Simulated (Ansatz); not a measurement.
Born–Oppenheimer molecular dynamics of FH3O3Si (8 atoms, charge 0, multiplicity 1). It starts from a relaxed structure.

The calculation used RKS B3LYP/def2-SVP in Ansatz.

```
ensemble        : NVT, Langevin thermostat
time step       : 1 fs
steps asked     : 250
set temperature : 300 K
friction        : 0.01 /fs
seed            : 121264
```

First frame:

```xyz
8
Properties=species:S:1:pos:R:3
Si -0.128 -0.185 -0.068
F 0.000 0.036 1.536
O 1.333 -0.652 -0.649
H 2.088 -0.073 -0.492
O -0.592 1.225 -0.763
H -1.460 1.576 -0.534
O -1.249 -1.346 -0.357
H -1.085 -2.229 -0.006
```

Task: How far do the bonds stretch over the last three quarters of this one trajectory? (Pairs bonded in most of those frames.)

Result: 
| bond | mean (Å) | spread (Å) | shortest | longest |
| --- | --- | --- | --- | --- |
| Si1–F2 | 1.622 | 0.036 | 1.55 | 1.70 |
| Si1–O3 | 1.646 | 0.038 | 1.56 | 1.72 |
| Si1–O5 | 1.644 | 0.026 | 1.59 | 1.69 |
| Si1–O7 | 1.651 | 0.030 | 1.59 | 1.72 |
| O3–H4 | 0.969 | 0.016 | 0.93 | 1.00 |
| O5–H6 | 0.967 | 0.022 | 0.91 | 1.02 |
| O7–H8 | 0.966 | 0.018 | 0.92 | 1.02 |

Mean temperature of the second half: 391 K. The mean temperature of the second half is 30 % above the set value. A run of 0.25 ps of so small a system gives no equilibrium averages.

The run took 7.1 min on 2 threads of Arm Neoverse V1, on a shared host, peak memory 0.17 GiB.
